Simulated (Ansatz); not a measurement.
Gas-phase electronic energies from Ansatz, PBE0-D4/def2-TZVP geometries. CCSD(T)/CBS adds triple-zeta CCSD(T) − MP2 to the extrapolated MP2 energy (def2 sets, frozen cores). For Se outer-core shells are correlated without core-valence functions, which leaves a few kJ/mol of doubt a bond. Scalar relativity is left out up to krypton. One conformer a species, not always the lowest.

Reaction (redistribution): `CO[SiH2]C` + `F[SiH]([SeH])O[SiH3]` → `CO[SiH](C)[SeH]` + `F[SiH2]O[SiH3]`

```tsv
species	CCSD(T)/CBS(def2) energy (Eh)
`CO[SiH2]C`	-445.20896
`F[SiH]([SeH])O[SiH3]`	-3157.02257
`CO[SiH](C)[SeH]`	-2845.95473
`F[SiH2]O[SiH3]`	-756.28164
```

Work out ΔE.

ΔE = (-2845.95473) + (-756.28164) − (-445.20896) − (-3157.02257) = -0.00484 Eh = -12.7 kJ/mol.

Largest T1 diagnostic among the species: 0.011.
